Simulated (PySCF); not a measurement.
**Correlation energy of Mo⁺ (molybdenum, charge +1)**

[Kr] 4d4 5p1, one real determinant (an excited configuration). Calculation: PySCF 2.14, in def2-TZVPPD with the def2 core potential (28 electrons) (6s4p3d2f1g, 56 functions); a scalar-relativistic core potential. Frozen: 4s2 4p6; 5 electrons correlated.

MP2 pair energies summed by pair of shells (mhartree):

```csv
pair,energy,share (%)
4d-4d,-33.91,75.9
4d-5p,-10.79,24.1
```

Total MP2 correlation energy: -44.70 mhartree.

Same-spin part -44.70 and opposite-spin part 0.00 mhartree; SCS-MP2 scales them by 1/3 and 6/5 to -14.90 mhartree.

The reference is one real determinant that mixes LS terms of this configuration.
